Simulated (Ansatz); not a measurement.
## Ansatz (development build ahead of 0.2.0) run

```yaml
crystal:
  periodic: [false, false, false]
  atoms:
    - { symbol: Cr, position_ang: [0.0, 0.0, 0.0] }
    - { symbol: H, position_ang: [0.0, 0.0, 3.388] }
basis:
  gaussian: { orbitals: pcseg-2 }
total_charge: 1
magnetization:
  initial_magnetization: 2
hamiltonian:
  xc: { name: wB97X }
```

The input is written out in the form of the current development build from the run's settings.

Results

* Converged: yes
* Total energy: -1044.55591 hartree
* Spin squared of the determinant: 2.000
* Stability test: minimum among restricted orbitals

Caution: stretched shape with no unrestricted run beside it, a lower state can exist; charge can spread falsely over distant fragments; other spin multiplicities were not run.
